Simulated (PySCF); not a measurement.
Level of theory: PBE-D3(BJ)/def2-TZVP // r2SCAN-D4/def2-TZVP run with PySCF. All species are isolated molecules in the gas phase. 

Reference species (SMILES): `[Si](F)(B)(F)F` (neutral, multiplicity 1).

dipole moment: 1.92 D

Changed species: `[Si]([GeH3])(F)(F)F` (whole molecule; the reference has whole molecule).

Question: Give the shifts of the dipole moment.

Answer: the dipole moment falls by 0.06 D, to 1.86 D.
